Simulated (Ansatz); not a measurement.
A structure relaxed at r2SCAN-D4/def2-SVP in Ansatz, charge 0, singlet:

```
atom   x (Å)   y (Å)   z (Å)
 Ga1  -0.039   2.220   0.848
 Cl2  -0.881   1.250   2.593
 Cl3  -0.534   4.296   0.555
 Sb4   2.215   1.215  -0.022
 Ga5   1.879  -1.336  -1.079
 Cl6   0.617  -0.589  -2.716
 Cl7   3.872  -1.972  -1.667
 Sb8   0.591  -2.668   0.804
 Ga9  -2.450  -1.406   0.234
Cl10  -3.233  -1.930   2.181
Cl11  -2.496  -3.038  -1.203
Sb12  -2.799   1.055  -0.674
 H13   2.761   2.459  -1.040
 H14   3.201   1.572   1.319
 H15  -0.606  -1.356   0.619
 H16   1.361  -1.680   1.992
 H17  -2.405   0.536  -2.264
 H18  -1.053   1.373  -0.481
```

Problem. Give its formula.

Solution. Ga3Sb3H6Cl6.

Problem. Summarise the bond lengths by kind (pairs closer than 1.2 times the sum of covalent radii, bridged metal pairs left out).

Solution. 6 × Cl–Ga 2.15 to 2.20 Å; 4 × Ga–Sb 2.62 to 2.78 Å; 6 × H–Sb 1.70 to 1.79 Å.

In the def2 sets Sb takes a core potential; there is no spin–orbit coupling.
